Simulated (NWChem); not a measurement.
Species: H₂TeSeO; SMILES [Te](O)[SeH]

```xyz
5

Te     0.3197    -0.8425    -0.0041
O     -1.5573    -1.6210     0.0562
H     -1.8571    -1.6281    -0.8762
Se    -0.0633     1.6633    -0.0239
H     -0.1545     1.8526     1.4531
```
Atoms are numbered in this order, from 1.

Results from NWChem. Structure relaxed at the PBE-D3(BJ)/def2-SVP level. def2 effective core potentials on Te; no spin-orbit coupling. Vertical excitations in the gas phase.

### Question
Predict the results for PBE/def2-SVP, full TDDFT. Quantities: lowest excitation, singlet (eV); oscillator strength of that lowest state; orbital gap (eV).

### Answer
```yaml
lowest excitation, singlet (eV): 3.16
oscillator_strength_of_that_lowest_state: 0.000
orbital gap (eV): 2.78
```
